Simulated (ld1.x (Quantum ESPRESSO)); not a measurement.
## An all-electron radial function and its pseudo partner (V (Z = 23))

Columns: radius, all-electron u(r) and pseudo u(r) of the 4s shell (level -4.66 eV) of vanadium in the configuration [Ar] 3d3 4s2 4p0; revPBE, scalar-relativistic, PAW scheme, ld1.x (Quantum ESPRESSO) 7.5.

```tsv
r (bohr)	all-electron	pseudo
0.152	-0.1243	-0.0521
0.305	-0.0859	-0.1042
0.458	0.1175	-0.1556
0.610	0.2424	-0.2054
0.762	0.2559	-0.2537
0.915	0.1892	-0.3004
1.068	0.0813	-0.3448
1.220	-0.0389	-0.3864
1.372	-0.1556	-0.4250
1.525	-0.2611	-0.4606
1.678	-0.3510	-0.4927
1.830	-0.4242	-0.5209
1.982	-0.4823	-0.5450
2.135	-0.5270	-0.5651
2.288	-0.5595	-0.5808
2.440	-0.5813	-0.5918
2.592	-0.5941	-0.5984
2.745	-0.5990	-0.6002
2.898	-0.5972	-0.5973
3.050	-0.5898	-0.5898
3.202	-0.5779	-0.5779
3.355	-0.5621	-0.5621
3.508	-0.5434	-0.5434
3.660	-0.5226	-0.5226
3.812	-0.5003	-0.5003
3.965	-0.4768	-0.4768
```

Q: How many radial nodes do the two functions have?

A: The all-electron 4s function has n − l − 1 = 3 (the table is too coarse to show those close to the nucleus); the pseudo-wave has 0, since the states of the same l below it are removed with the core.

Q: At about which radius was the pseudo-wave matched?

A: 3.05 bohr, where the columns begin to agree (steps of 0.15 bohr).

Q: Where does each function peak?

A: Outermost all-electron maximum near 2.75 bohr, pseudo maximum near 2.75 bohr (to the table’s step).

Q: Is the pseudo-wave norm-conserving?

A: No, it belongs to a PAW set: the norm inside the radius is not constrained, and the difference is carried by the augmentation charge.
